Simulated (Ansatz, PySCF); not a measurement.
Dimer: HF (SMILES F) (first 2 atoms) with C2H2 (SMILES C#C); geometry from B3LYP-D3(BJ)/def2-TZVP, rigid monomers moved along the line of their centres of mass till H2···C3 is 2.52 Å.
(charge 0, multiplicity 1):
```json
[
 {"atom": "F", "x (Å)": "-0.0325", "y (Å)": "-0.0116", "z (Å)": "0.3487"},
 {"atom": "H", "x (Å)": "-0.0182", "y (Å)": "-0.0044", "z (Å)": "1.2833"},
 {"atom": "C", "x (Å)": "0.2599", "y (Å)": "-0.5340", "z (Å)": "3.7281"},
 {"atom": "C", "x (Å)": "-0.2253", "y (Å)": "0.5616", "z (Å)": "3.7272"},
 {"atom": "H", "x (Å)": "0.6909", "y (Å)": "-1.5066", "z (Å)": "3.7371"},
 {"atom": "H", "x (Å)": "-0.6561", "y (Å)": "1.5344", "z (Å)": "3.7343"}
]
```

Quantity: the interaction energy.

Interaction energies are E(AB) − E(A) − E(B) at the monomers' geometry in the complex; basis-set methods are counterpoise corrected.

Correlated levels freeze the cores. CBS: X⁻³ extrapolation of the correlation energy, Hartree–Fock from the larger set.

The values were computed with Ansatz (an electronic-structure program) with Gaussian orbitals; PySCF for the dispersion terms. 

Costs are ratios of core time to PBE/def2-TZVPPD (roughly 3 s), for whole runs (searches for the state included, and forces where a run took them) on one shared machine, so rough; each difference counts from -3.97 kcal/mol (CCSD(T)/CBS(aug-cc-pVDZ, aug-cc-pVTZ), a level with limits of its own).

A star marks coupled-cluster runs past 200 virtual orbitals, where the program's memory plan changes under this machine's limit, so their costs aren't comparable with smaller runs.

```
level                      basis functions  cost  difference (kcal/mol)
-------------------------  ---------------  ----  ---------------------
PBE/def2-TZVPPD                        165    ×1                  -0.17
PBE-D3(BJ)/def2-TZVPPD                 165    ×1                  -0.66
PBE0/def2-TZVPPD                       165    ×1                  -0.12
PBE0-D3(BJ)/def2-TZVPPD                165    ×1                  -0.56
B3LYP/def2-TZVPPD                      165    ×1                   0.36
B3LYP-D3(BJ)/def2-TZVPPD               165    ×1                  -0.42
r2SCAN/def2-TZVPPD                     165    ×2                  -0.36
r2SCAN-D3(BJ)/def2-TZVPPD              165    ×2                  -0.52
wB97X-V/def2-TZVPPD                    165    ×3                  -0.26
wB97M-V/def2-TZVPPD                    165    ×3                  -0.24
CCSD(T)/aug-cc-pVDZ                     96    ×5                   0.59
CCSD(T)/aug-cc-pVTZ                    207  ×50*                   0.14
```

With a budget of 10 times the cost of PBE/def2-TZVPPD, the closest level: PBE0/def2-TZVPPD, at -0.12 kcal/mol; next is PBE/def2-TZVPPD at -0.17 kcal/mol.
